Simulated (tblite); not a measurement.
Species: C6H6F3P.
Atom-mapped SMILES: `[CH3:1][p:2]1[cH:3][cH:4][cH:5][c:6]1[C:7]([F:8])([F:9])[F:10]` (hydrogens: H11, H12, H13 on C1; H14 on C3; H15 on C4; H16 on C5)

Computed with GFN2-xTB (tblite), gas phase: L-BFGS steps from a force-field or distance-geometry start until the largest atomic force falls under 0.01 eV/Å.

Step 0: E = -885.6093 eV
```
atom  x, y, z in Å  |  force x, y, z in eV/Å
C1      2.4087   -0.9120   -0.1377   -0.755  -0.142   1.567
P2      0.9636    0.2517   -0.3699   -2.994   0.533  -1.365
C3      0.6195    1.8152    0.3806    1.155  -0.412   0.782
C4     -0.7069    1.9858    0.6793    1.061   2.267   0.799
C5     -1.5115    0.9289    0.3958   -2.026  -1.710  -0.581
C6     -0.8888   -0.1414   -0.1873    2.544  -0.680   0.429
C7     -1.4801   -1.4255   -0.6285   -0.540   0.489   0.298
F8     -0.5860   -2.4733   -0.5021   -1.372   0.951  -0.332
F9     -1.9076   -1.3526   -1.9488    0.380  -0.694   1.439
F10    -2.6184   -1.6686    0.1639    1.471  -0.332  -1.327
H11     2.0239   -1.8084    0.4073    0.317   0.519  -0.484
H12     3.0974   -0.3751    0.5334   -0.019  -0.237  -0.389
H13     2.8576   -1.1923   -1.0865   -0.152   0.192   0.063
H14     1.4085    2.5406    0.5371   -0.233  -0.063  -0.037
H15    -1.0879    2.9125    1.1550    0.359  -0.699  -0.573
H16    -2.5995    0.9234    0.5971    0.803   0.018  -0.289
```

Step 1: E = -886.0413 eV
```
atom  x, y, z in Å  |  force x, y, z in eV/Å
C1      2.3979   -0.9140   -0.1153   -0.722   0.311   0.281
P2      0.9208    0.2593   -0.3894   -1.400   0.172  -1.343
C3      0.6359    1.8093    0.3918   -0.047  -0.258   0.856
C4     -0.6917    2.0182    0.6907    0.108  -1.160  -0.400
C5     -1.5404    0.9045    0.3875    1.430   0.319  -0.282
C6     -0.8525   -0.1511   -0.1812    0.828  -0.065   0.805
C7     -1.4879   -1.4185   -0.6242    0.045   0.439   0.233
F8     -0.6056   -2.4597   -0.5069   -0.925   0.417  -0.234
F9     -1.9022   -1.3625   -1.9282    0.195  -0.458   0.869
F10    -2.5974   -1.6734    0.1449    0.893  -0.280  -0.838
H11     2.0284   -1.8010    0.4003    0.049   0.016  -0.096
H12     3.0971   -0.3785    0.5278    0.017  -0.055  -0.161
H13     2.8554   -1.1896   -1.0856   -0.423   0.328   0.558
H14     1.4052    2.5397    0.5365    0.166   0.112   0.000
H15    -1.0828    2.9025    1.1468    0.031   0.268  -0.078
H16    -2.5880    0.9237    0.5930   -0.248  -0.106  -0.169
```

Problem. Estimate the geometry and energy of step 2. (The exact step hangs on the optimiser's Hessian estimate; all steps are aligned on step 1, rigid shifts and turns removed.)

Solution. E = -886.2542 eV, largest force 1.205 eV/Å
```
atom  x, y, z in Å  |  force x, y, z in eV/Å
C1      2.3806   -0.9093   -0.1011   -0.652   0.624  -0.379
P2      0.8782    0.2655   -0.4214    0.402   0.162  -1.124
C3      0.6418    1.8022    0.4117    0.034  -0.325   0.510
C4     -0.6836    2.0106    0.6882   -0.152  -0.621  -0.097
C5     -1.5265    0.9003    0.3791    0.744   0.416   0.011
C6     -0.8228   -0.1562   -0.1643   -0.447  -0.287   0.680
C7     -1.4902   -1.4078   -0.6183    0.583   0.472   0.170
F8     -0.6302   -2.4467   -0.5130   -0.278  -0.166  -0.101
F9     -1.8965   -1.3748   -1.9042    0.017  -0.127   0.111
F10    -2.5728   -1.6803    0.1221    0.032  -0.250  -0.111
H11     2.0312   -1.7977    0.3958   -0.164  -0.266   0.146
H12     3.0973   -0.3808    0.5226   -0.080   0.069  -0.052
H13     2.8470   -1.1826   -1.0752   -0.515   0.353   0.646
H14     1.4068    2.5413    0.5363    0.173   0.051   0.012
H15    -1.0802    2.9032    1.1421    0.096   0.049  -0.144
H16    -2.5878    0.9219    0.5883    0.208  -0.152  -0.280
```

The energy changes by -0.2129 eV. The first-order estimate −F·Δx gives -0.3318 eV and the mean of the old and new forces, exact on a quadratic surface, -0.2095 eV. The step makes an angle of 24° with the force vector and moves no atom by more than 0.054 Å.

The cost below is that of the whole relaxation. On one thread of an Arm Neoverse V2, on a shared host, this took 0.65 s.
